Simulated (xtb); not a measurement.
A run for xtb: GFN2-xTB on FH3OSi (SMILES O[SiH2]F), a point of a torsion scan.

```
$ xtb mol.xyz --gfn 2 --opt vtight --chrg 0 --uhf 0 --input xcontrol
6

O      1.22956079    -0.06341731    -0.50567660
Si    -0.42488784    -0.06053320    -0.00243291
F     -0.62311816    -1.21191006     1.20266845
H      1.84489019     0.14986489     0.23510163
H     -1.29557878    -0.27823861    -1.15569417
H     -0.63393533     1.30070284     0.54563777
$constrain
  force constant=1.0
  dihedral: 4,1,2,3,300.0
$end
```

Program output:

```
[...]
           -------------------------------------------------
          |                Calculation Setup                |
           -------------------------------------------------



           -------------------------------------------------
          |                 G F N 2 - x T B                 |
           -------------------------------------------------

        Reference                      10.1021/acs.jctc.8b01176
      * Hamiltonian:
        H0-scaling (s, p, d)           1.850000    2.230000    2.230000
        zeta-weighting                 0.500000
      * Dispersion:
        s8                             2.700000
        a1                             0.520000
        a2                             5.000000
        s9                             5.000000
      * Repulsion:
        kExp                           1.500000    1.000000
        rExp                           1.000000
      * Coulomb:
        alpha                          2.000000
        third order                    shell-resolved
        anisotropic                    true
        a3                             3.000000
        a5                             4.000000
        cn-shift                       1.200000
        cn-exp                         4.000000
        max-rad                        5.000000


          ...................................................
          :                      SETUP                      :
          :.................................................:
          :  # basis functions                  21          :
          :  # atomic orbitals                  20          :
          :  # shells                           10          :
          :  # electrons                        20          :
          :  max. iterations                   250          :
          :  Hamiltonian                  GFN2-xTB          :
          :  restarted?                      false          :
          :  GBSA solvation                  false          :
          :  PC potential                    false          :
          :  electronic temp.          300.0000000     K    :
          :  accuracy                    1.0000000          :
          :  -> integral cutoff          0.2500000E+02      :
          :  -> integral neglect         0.1000000E-07      :
          :  -> SCF convergence          0.1000000E-05 Eh   :
          :  -> wf. convergence          0.1000000E-03 e    :
          :  Broyden damping             0.4000000          :
          :  net charge                          0          :
          :  unpaired electrons                  0          :
          ...................................................

 iter      E             dE          RMSdq      gap      omega  full diag
   1    -12.1408754 -0.121409E+02  0.753E+00    7.74       0.0  T
   2    -12.1987127 -0.578372E-01  0.324E+00    6.69       1.0  T
   3    -12.2021407 -0.342802E-02  0.190E+00    6.85       1.0  T
   4    -12.2040372 -0.189649E-02  0.873E-01    6.68       1.0  T
   5    -12.2019284  0.210881E-02  0.868E-01    6.87       1.0  T
   6    -12.2042176 -0.228920E-02  0.126E-01    6.71       1.0  T
   7    -12.2042025  0.151085E-04  0.100E-01    6.74       1.0  T
   8    -12.2042282 -0.257568E-04  0.208E-02    6.73       2.0  T
   9    -12.2042294 -0.123770E-05  0.285E-03    6.72      14.3  T
  10    -12.2042294  0.328243E-08  0.157E-03    6.72      26.0  T
  11    -12.2042294 -0.188473E-08  0.776E-04    6.72      52.6  T
  12    -12.2042294 -0.181691E-08  0.239E-04    6.72     171.1  T

   *** convergence criteria satisfied after 12 iterations ***

         #    Occupation            Energy/Eh            Energy/eV
      -------------------------------------------------------------
         1        2.0000           -0.8391538             -22.8345
       ...           ...                  ...                  ...
         4        2.0000           -0.5563818             -15.1399
         5        2.0000           -0.5085337             -13.8379
         6        2.0000           -0.5062988             -13.7771
         7        2.0000           -0.5018476             -13.6560
         8        2.0000           -0.4759732             -12.9519
         9        2.0000           -0.4686359             -12.7522
        10        2.0000           -0.4347735             -11.8308 (HOMO)
        11                         -0.1876833              -5.1071 (LUMO)
        12                         -0.1789197              -4.8687
        13                         -0.1483952              -4.0380
        14                         -0.0369286              -1.0049
        15                         -0.0025985              -0.0707
       ...                                ...                  ...
        20                          0.7159717              19.4826
      -------------------------------------------------------------
                  HL-Gap            0.2470901 Eh            6.7237 eV
             Fermi-
[...]
6124              -4.8059 (LUMO)
        12                         -0.1569314              -4.2703
        13                         -0.1093346              -2.9751
        14                         -0.0133935              -0.3645
        15                          0.0481928               1.3114
       ...                                ...                  ...
        20                          0.9128511              24.8399
      -------------------------------------------------------------
                  HL-Gap            0.2527001 Eh            6.8763 eV
             Fermi-level           -0.3029625 Eh           -8.2440 eV

 SCC (total)                   0 d,  0 h,  0 min,  0.002 sec
 SCC setup                      ...        0 min,  0.000 sec (  3.607%)
 Dispersion                     ...        0 min,  0.000 sec (  0.674%)
 classical contributions        ...        0 min,  0.000 sec (  0.353%)
 integral evaluation            ...        0 min,  0.000 sec ( 26.478%)
 iterations                     ...        0 min,  0.000 sec ( 22.704%)
 molecular gradient             ...        0 min,  0.001 sec ( 41.385%)
 printout                       ...        0 min,  0.000 sec (  4.218%)

         :::::::::::::::::::::::::::::::::::::::::::::::::::::
         ::                     SUMMARY                     ::
         :::::::::::::::::::::::::::::::::::::::::::::::::::::
         :: total energy             -12.176042777074 Eh    ::
         :: gradient norm              0.000111374603 Eh/a0 ::
         :: HOMO-LUMO gap              6.876320910037 eV    ::
         ::.................................................::
         :: SCC energy               -12.241252266826 Eh    ::
         :: -> isotropic ES            0.049823853049 Eh    ::
         :: -> anisotropic ES          0.001184974656 Eh    ::
         :: -> anisotropic XC         -0.000616852808 Eh    ::
         :: -> dispersion             -0.002104651440 Eh    ::
         :: repulsion energy           0.065209141014 Eh    ::
         :: add. restraining           0.000000348737 Eh    ::
         :: total charge               0.000000000000 e     ::
         :::::::::::::::::::::::::::::::::::::::::::::::::::::

           -------------------------------------------------
          |                Property Printout                |
           -------------------------------------------------

    * Orbital Energies and Occupations

         #    Occupation            Energy/Eh            Energy/eV
      -------------------------------------------------------------
         1        2.0000           -0.8445478             -22.9813
         2        2.0000           -0.7247810             -19.7223
         3        2.0000           -0.6500579             -17.6890
         4        2.0000           -0.5615640             -15.2809
         5        2.0000           -0.5104592             -13.8903
         6        2.0000           -0.5092870             -13.8584
         7        2.0000           -0.4998046             -13.6004
         8        2.0000           -0.4796183             -13.0511
         9        2.0000           -0.4725181             -12.8579
        10        2.0000           -0.4293126             -11.6822 (HOMO)
        11                         -0.1766124              -4.8059 (LUMO)
        12                         -0.1569314              -4.2703
        13                         -0.1093346              -2.9751
        14                         -0.0133935              -0.3645
        15                          0.0481928               1.3114
        16                          0.1308998               3.5620
        17                          0.4590988              12.4927
        18                          0.6640106              18.0686
        19                          0.7929789              21.5781
        20                          0.9128511              24.8399
      -------------------------------------------------------------
                  HL-Gap            0.2527001 Eh            6.8763 eV
             Fermi-level           -0.3029625 Eh           -8.2440 eV

     #   Z          covCN         q      C6AA      α(0)
     1   8 O        1.576    -0.465    22.199     6.358
     2  14 Si       3.322     0.578   114.171    21.524
     3   9 F        0.705    -0.290    12.219     4.128
     4   1 H        0.809     0.310     0.690     1.304
     5   1 H        0.923    -0.058     4.299     3.242
     6   1 H        0.921    -0.076     4.777     3.418

 Mol. C6AA /au·bohr⁶  :        552.683028
 Mol. C8AA /au·bohr⁸  :      19905.826425
Note: The following floating-point exceptions are signalling: IEEE_DENORMAL
normal termination of xtb
 Mol. α(0) /au        :         39.974290


Wiberg/Mayer (AO) data.
largest (>0.10) Wiberg bond orders for each atom

 ---------------------------------------------------------------------------
     #   Z sym  total        # sym  WBO       # sym  WBO       # sym  WBO
 ---------------------------------------------------------------------------
     1   8 O    2.197 --     2 Si   1.209     4 H    0.881
     2  14 Si   4.062 --     1 O    1.209     3 F    1.058     5 H    0.891
                             6 H    0.886
     3   9 F    1.161 --     2 Si   1.058
     4   1 H    0.904 --     1 O    0.881
     5   1 H    0.997 --     2 Si   0.891
     6   1 H    0.994 --     2 Si   0.886
 ---------------------------------------------------------------------------

Topologies differ in total number of bonds
Writing topology from bond orders to xtbtopo.mol

molecular dipole:
                 x           y           z       tot (Debye)
 q only:        0.248       0.577      -0.106
   full:        0.385       0.618      -0.029       1.854
molecular quadrupole (traceless):
                xx          xy          yy          xz          yz          zz
 q only:        3.155      -0.493      -1.275       2.609       1.402      -1.880
  q+dip:        3.286      -0.538      -1.302       3.689       2.673      -1.984
   full:        4.090      -0.372      -1.676       3.673       2.001      -2.414

           -------------------------------------------------
          |                Geometry Summary                 |
           -------------------------------------------------

      molecular mass/u    :       66.1071290
   center of mass at/Å    :       -0.0795888      -0.3045671       0.2152690
  moments of inertia/u·Å² :        0.2174076E+02   0.6541024E+02   0.8006717E+02
rotational constants/cm⁻¹ :        0.7753928E+00   0.2577216E+00   0.2105436E+00

 * 5 selected distances

     #   Z          #   Z                                           value/Å
     1   8 O        2  14 Si                                      1.6121283 (max)
     2  14 Si       3   9 F                                       1.6105611
     1   8 O        4   1 H                                       0.9535854 (min)
     2  14 Si       5   1 H                                       1.4437955
     2  14 Si       6   1 H                                       1.4522287

 * 4 distinct bonds (by element types)

   Z      Z             #   av. dist./Å        max./Å        min./Å
   1 H    8 O           1     0.9535854     0.9535854     0.9535854
   1 H   14 Si          2     1.4480121     1.4522287     1.4437955
   8 O   14 Si          1     1.6121283     1.6121283     1.6121283
   9 F   14 Si          1     1.6105611     1.6105611     1.6105611


optimized geometry written to: xtbopt.xyz


           -------------------------------------------------
          | TOTAL ENERGY              -12.176042777074 Eh   |
          | GRADIENT NORM               0.000111374603 Eh/α |
          | HOMO-LUMO GAP               6.876320910037 eV   |
           -------------------------------------------------

------------------------------------------------------------------------
------------------------------------------------------------------------
 total:
 SCF:
 ANC optimizer:
```

The run finished.

Warnings raised: the energy holds the restraint's term.

Cost: about 0.05 core-seconds (a rough figure).
